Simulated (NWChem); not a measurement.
The numbers come from NWChem runs, not from measurements. System: Ge (-1), charge -1, spin multiplicity 4. Its SCF solution wasn't tested for a lower state. Level: UMP2/def2-TZVPD, 9 core orbitals frozen.

Job file:

```
start mol
memory heap 200 mb stack 900 mb global 1100 mb
charge -1
geometry units angstroms nocenter noautoz
  Ge     0.000000     0.000000     0.000000
  symmetry group D2h
end
basis spherical
  * library def2-tzvpd
end
scf
  uhf
  nopen 3
  maxiter 100
  thresh 1e-7
  semidirect memsize 60000000 filesize 0
  # guess.movecs holds the orbitals of an unrestricted PBE0 run
  vectors input guess.movecs output mol.movecs
end
mp2
  freeze core 9
end
task mp2 energy
```

Output (cleaned and shortened):

```
             Northwest Computational Chemistry Package (NWChem) 7.3.0
             --------------------------------------------------------

                                NWChem Input Module
                                -------------------

 Scaling coordinates for geometry "geometry" by  1.889725989
 (inverse scale =  0.529177249)

                             Geometry "geometry" -> ""
                             -------------------------

 Output coordinates in angstroms (scale by  1.889725989 to convert to a.u.)

  No.       Tag          Charge          X              Y              Z
 ---- ---------------- ---------- -------------- -------------- --------------
    1 Ge                  32.0000     0.00000000     0.00000000     0.00000000

 Effective nuclear repulsion energy (a.u.)       0.0000000000

            Nuclear Dipole moment (a.u.)
            ----------------------------
        X                 Y               Z
 ---------------- ---------------- ----------------
     0.0000000000     0.0000000000     0.0000000000

      Symmetry information
      --------------------

 Group name             D2h
 Group number             26
 Group order               8
 No. of unique centers     1

      Symmetry unique atoms

     1


 Summary of "ao basis" -> "" (spherical)
 ------------------------------------------------------------------------------
       Tag                 Description            Shells   Functions and Types
 ---------------- ------------------------------  ------  ---------------------
 *                         def2-tzvpd                 on all atoms

 Summary of "ao basis" -> "ao basis" (spherical)
 ------------------------------------------------------------------------------
       Tag                 Description            Shells   Functions and Types
 ---------------- ------------------------------  ------  ---------------------
 Ge                        def2-tzvpd               18       54   7s5p5d1f

                                 NWChem SCF Module
                                 -----------------

  ao basis        = "ao basis"
[...]
  AO/Fock/Back tols     =   1.0D-09  1.0D-09  1.0D-09

 GA uses MA = F    GA memory limited = T

 Available:
  local mem=  1.26D+08
 global mem=  1.44D+08
 local disk=  0.00D+00
  mp2_memr nvloc                    36
  nvloc new                    36
   1 passes of   9:        3145728                      22142                   1640932.
   1 passes of   9: M    126152001           G      144173368           F     123006273.

 Semi-direct pass number   1 of   1  for UHF alpha       at        0.5s
  vrange nnbf                  1485
  mp2_eaftype                    10  avail_ma_in_mb                  1099
 EAF : mp2_eaftype filesize          10     820466.
  mp2_eaf for mointskh                     10
Node 0 wrote      3.8 Mb in      0.0 s     Agg I/O rate:  1728.7 Mb/s
 Done moints_semi at        1.3s
  mp2_eaftype                    10  avail_ma_in_mb                  1089
 EAF : mp2_eaftype filesize          10     820466.
  mp2_eaf for kh                    10
 Done maket at        1.3s
 Done multipass loop at        1.3s

 GA uses MA = F    GA memory limited = T

 Available:
  local mem=  1.26D+08
 global mem=  1.44D+08
 local disk=  0.00D+00
  mp2_memr nvloc                    39
  nvloc new                    39
   1 passes of   6:        3145728                      17643                   1186522.
   1 passes of   6: M    126152001           G      144173368           F     123006273.

 Semi-direct pass number   1 of   1  for UHF beta        at        1.3s
  vrange nnbf                  1485
  mp2_eaftype                    10  avail_ma_in_mb                  1099
 EAF : mp2_eaftype filesize          10     593261.
  mp2_eaf for mointskh                     10
Node 0 wrote      2.8 Mb in      0.0 s     Agg I/O rate:  3967.7 Mb/s
 Done moints_semi at        2.1s
  mp2_eaftype                    10  avail_ma_in_mb                  1089
 EAF : mp2_eaftype filesize          10     593261.
  mp2_eaf for kh                    10
 Done maket at        2.1s
 Done multipass loop at        2.1s

          -------------------------------------------
          SCF energy               -2075.340800330471
          Correlation energy          -0.200919281208
          Singlet pairs                0.000000000000
          Triplet pairs                0.000000000000
          Total MP2 energy         -2075.541719611679
          -------------------------------------------

          ---------------------------------------------------
                    Spin Component Scaled (SCS) MP2
          Same spin pairs                     -0.068854080782
          Same spin scaling factor             0.333333333333
          Opposite spin pairs                 -0.132065200425
          Opposite spin scaling fact.          1.200000000000
          SCS-MP2 correlation energy          -0.181429600771
          Total SCS-MP2 energy             -2075.522229931242
          ---------------------------------------------------

 -----------------------
 Performance information
 -----------------------

 Timer overhead =  1.41D-07 seconds/call

               Nr. of calls         CPU time (s)                 Wall time (s)                GFlops
             ---------------    -------------------     ------------------------------   -------------------
Name         Min   Avg   Max    Min     Avg     Max     Min     Avg     Max   Mx/calls   Min     Max     Sum
mp2: moin     2     2     2    1.6     1.6     1.6      1.6     1.6     1.6    0.79      0.0     0.0     0.0
mp2: make     2     2     2   2.23E-2 2.23E-2 2.23E-2  2.23E-2 2.23E-2 2.23E-2 1.12E-2   0.0     0.0     0.0
mp2: tota     1     1     1    1.7     1.7     1.7      1.7     1.7     1.7     1.7      0.0     0.0     0.0

 The average no. of pstat calls per process was 5.00D+00
 with a timing overhead of 7.05D-07s

 Task  times  cpu:        2.1s     wall:        2.1s

 Total times  cpu:        2.1s     wall:        2.1s
```
